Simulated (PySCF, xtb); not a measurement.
Sn(Cl)2(OH)(NH2) (Cl₂H₃NOSn), SMILES [Cl][Sn]([NH2])([OH])[Cl].

GFN2-xTB in xtb at its own geometry gives an orbital gap of 3.20 eV and a dipole moment of 1.75 D.

Coordinates come from a B3LYP-D3(BJ)/def2-SVP optimisation. The def2 effective core potentials stand for the cores of Sn; spin–orbit coupling is left out. The values are those of a single conformer.

Task: What does PBE0/def2-TZVP (PySCF) give? (An estimate is asked for; the answer gives what the named calculation found.)

Result: gap 6.05 eV (levels -8.49 and -2.43 eV), dipole 1.51 D.
